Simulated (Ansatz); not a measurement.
```yaml
crystal:
  periodic: [false, false, false]
  atoms:
    - {symbol: Na, position_ang: [1.824164, -0.984801, -0.846980]}
    - {symbol: Na, position_ang: [-0.962423, 1.501003, 1.354638]}
    - {symbol: Te, position_ang: [-0.861742, -0.516202, -0.507658]}
basis:
  gaussian: {orbitals: def2-TZVPP}
hamiltonian: {xc: {name: B97M-V}}
scf: {omitted_lower_state_checks: [starts]}
```

```sh
$ ansatz run in.yaml --threads 4 --pin off --events-out ev --progress --plain --max-ram 3916MiB
```

Output, abridged:

```
Functional definition: B97M-V
940 factors; their error is unknown
mean field evaluation 1: about -16121.7516 eV, gradient 2.8e1 eV
mean field evaluation 2: about -16072.1731 eV, gradient 8.6e1 eV
mean field evaluation 4: about -16125.2353 eV, gradient 8.1e0 eV
mean field evaluation 8: about -16125.2565 eV, gradient 4.9e-1 eV
mean field evaluation 16: about -16125.2566 eV, gradient 1.1e-5 eV
mean field -16125.25663644 eV, -592.5922512978 hartree, gradient 1.1e-5 eV, S^2 0.000000; 0 other end points of the search recorded, 0 dependent functions left out
reference -16125.25670402 eV, -592.5922537811 hartree; 23, 23 occupied and 91, 91 virtual orbitals, 940 factors
Total energy: -16125.25670402 eV, -592.5922537811 hartree
Checks for a lower state left out: starts
```

Hardware: 4 threads of Arm Neoverse V2 on a shared host. Wall time 3.6 s.

In the def2 sets Te takes a core potential; there is no spin–orbit coupling.
